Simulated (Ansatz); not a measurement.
Ideal-gas functions of ClF4Nb (`[F][Nb]([F])([F])([F])[Cl]`) at 298.15 K and 1 bar, from an Ansatz frequency run at PBE0-D4/def2-TZVP.

Molar mass 204.35 g/mol, point group C2v (symmetry number 2), electronic degeneracy 1, moments of inertia 233.489, 300.121, 327.698 u Å². Harmonic wavenumbers (cm⁻¹, unscaled): 56, 120, 181, 200, 217, 272, 305, 454, 638, 708, 735, 740.

Use S(trans) = R[1.5 ln M + 2.5 ln T − 1.1517]; rotational temperatures θ = 24.2544 K / I; S(rot) = R[ln(√π/σ · √(T³/θAθBθC)) + 1.5]; for each mode x = 1.438777 ν̃/T, S = R[x/(eˣ − 1) − ln(1 − e⁻ˣ)] and H = RT x/(eˣ − 1); 1 cm⁻¹ = 0.0119627 kJ/mol; R = 8.31446 J/(mol·K).

Question: By hand: the entropy, in J/(mol·K).

Answer: Translation 175.2. Rotation: θ = 0.1039, 0.0808, 0.074 K, giving 113.2. Vibration, mode by mode: 19.22, 12.97, 9.70, 8.92, 8.30, 6.63, 5.81, 3.28, 1.63, 1.24, 1.12, 1.10, in all 79.9. Electronic 0.0. Sum 368.3 J/(mol·K).

Question: By hand: H − E and G − E in kJ/mol, counted from the electronic energy.

Answer: Zero-point energy ½ × 4626 × 0.0119627 = 27.7; thermal vibration 12.6; translation, rotation and pV give 4 RT = 9.9. H − E = 50.2 kJ/mol, and G − E = 50.2 − 298.15 × 368.3/1000 = -59.6 kJ/mol.

Vibration gives 22 % of the entropy, 32.2 J/(mol·K) of it from the modes under 150 cm⁻¹: soft modes count most, and the harmonic formula is weakest for them.
